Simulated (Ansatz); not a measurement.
C2H10SiSn (`[CH3][SnH2][CH2][SiH3]`), charge 0, multiplicity 1.

(1) Give a relaxed structure at PBE0-D4/def2-TZVP (Ansatz 0.2.0). (Estimate.)

## Answers

(1) The calculation gave: 
```xyz
14

C    -2.073    0.124    0.757
Sn   -0.889   -0.731   -0.807
C     1.182   -0.740   -0.216
Si    1.869    0.953    0.143
H    -1.939   -0.446    1.677
H    -1.766    1.155    0.933
H    -3.128    0.109    0.483
H    -1.052    0.182   -2.247
H    -1.384   -2.343   -1.110
H     1.266   -1.376    0.670
H     1.754   -1.216   -1.017
H     3.302    0.909    0.549
H     1.102    1.598    1.246
H     1.755    1.823   -1.060
```
This is one stationary point; other conformers may exist.
